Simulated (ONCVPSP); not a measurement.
# What one change does to a pseudopotential (promethium, ONCV)

* Element: Pm (Z = 61)
* Generator: ONCVPSP 4.0.1
* Type: optimised norm-conserving Vanderbilt (ONCV)
* Functional: LDA (Perdew-Zunger)
* Relativity: scalar-relativistic
* Frozen core: [Kr] 4d10 4f4
* Valence charge: 11
* Reference configuration: 5s2 5p6 5d1 6s1 6p1
* Partial waves: 5s+6s: rc 2.30 bohr, ncon 3, nbas 8, qcut 6.3 1/bohr, 2 projectors; 5p+6p: rc 3.10 bohr, ncon 4, nbas 7, qcut 5.5 1/bohr, 2 projectors; 5d: rc 2.75 bohr, ncon 4, nbas 9, qcut 6.7 1/bohr, 2 projectors, debl 2.3 Ha
* Local potential: polynomial inside 2.25 bohr (lpopt 5, dvloc0 2 Ha)
* Core correction: polynomial model core, fcfact 0.75

Change: s: rc 3.06.

Cutoffs: the cutoffs (Ha) at which the residual kinetic energy of the hardest occupied pseudo-wave falls to 1 and 0.1 mHa per electron; they do not see the model core or the augmentation charge, which bear on the density cutoff. Errors are all-electron minus pseudo energies relative to the spin-unpolarised reference configuration.

**Question.** How do hardness, ghosts and transferability respond?

**Answer.** The potential gets softer (12 Ha and 14 Ha → 8.4 Ha and 11 Ha); of the 4 tests that both files solve, the error grows in 2 and shrinks in 0 by more than 15 % and 0.3 meV (median size 2.7 → 3.2 meV); neither file shows a bound ghost. A larger radius leaves more room for a smooth pseudo-wave, so fewer plane waves are needed.

```csv
quantity,base,changed
"cutoff, loose",12 Ha,8.4 Ha
"cutoff, tight",14 Ha,11 Ha
loose cutoff by channel,"s 12 Ha, p 6.8 Ha, d 8.0 Ha","s 8.4 Ha, p 6.8 Ha, d 8.0 Ha"
bound ghosts,none,none
GHOST(+) flags under 300 eV,none,none
"error for 5s2 5p6 5d1 6s2 6p0, meV [ΔE -2.75 eV]",-0.4,-0.8
"error for 5s2 5p6 5d1 6s1 6p0, meV [ΔE 3.82 eV]",-1.7,-1.6
"error for 5s2 5p6 5d1 6s0 6p0, meV [ΔE 15.70 eV]",-15,-16
"error for 5s2 5p6 5d1 6s0 6p1, meV [ΔE 7.24 eV]",-3.8,-4.7
p: phases at 3.14 bohr within 0.05 rad from the reference energy up to (Ha; the scan ends near 5),2.5,2.5
d: phases at 2.78 bohr within 0.05 rad from the reference energy up to (Ha; the scan ends near 5),to the end of the scan,to the end of the scan
"rms error of d²Exc/dni dnj with the model core, mHa",0.44,0.84
```
